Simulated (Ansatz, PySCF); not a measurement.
Energy difference R1 → P1, each structure at its B3LYP-D3(BJ)/def2-TZVP stationary point, reached from a drawn start; harmonic modes at that level show minima.
P1, HNSi (SMILES N#[SiH]) (charge 0, multiplicity 1):
| atom | x (Å) | y (Å) | z (Å) |
|---|---|---|---|
| H | 0.0000 | 0.0000 | -1.5086 |
| Si | 0.0000 | 0.0000 | -0.0257 |
| N | 0.0000 | 0.0000 | 1.5343 |
R1, HNSi (SMILES [NH+]#[Si-]) (charge 0, multiplicity 1, Z-matrix in Å and degrees):
```
N
H 1 1.0001
Si 1 1.5495 2 180.00
```

P less R. No zero-point or thermal terms.

Cores are frozen in the correlated methods.

Programs: Ansatz (a first-principles code) with Gaussian orbitals; PySCF for the D3/D4 terms. No computed number here is a measurement.

Question: Estimate the reaction energy that HF/cc-pV(Q+d)Z returns for this input.

Answer: 374 kJ/mol

Question: Estimate the reaction energy that CCSD(T)/cc-pV(D+d)Z returns for this input.

Answer: 269 kJ/mol

Question: What is the computed reaction energy (PBE-D4/def2-TZVPP)?

Answer: 277 kJ/mol
